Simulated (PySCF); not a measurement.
# Electron correlation in P⁺ (phosphorus, charge +1)

[Ne] 3s2 3p2, high-spin 3P determinant. All numbers are calculated (PySCF 2.14, scalar relativity by spin-free X2C-1e, in x2c-QZVPPall). Frozen: [Ne]; 4 electrons correlated.

| level | correlation energy (mhartree) |
| --- | --- |
| CCSD | -85.51 |
| (T) | -2.66 |
| CCSD(T) | -88.17 |

Diagnostics: T1 = 0.010, D1 = 0.0252, largest double amplitude 0.101.

Q: Is a single reference adequate?

A: Mostly. T1 lies below 0.03, but a double amplitude of this size points to a near-degeneracy that CCSD handles and MP2 describes poorly.
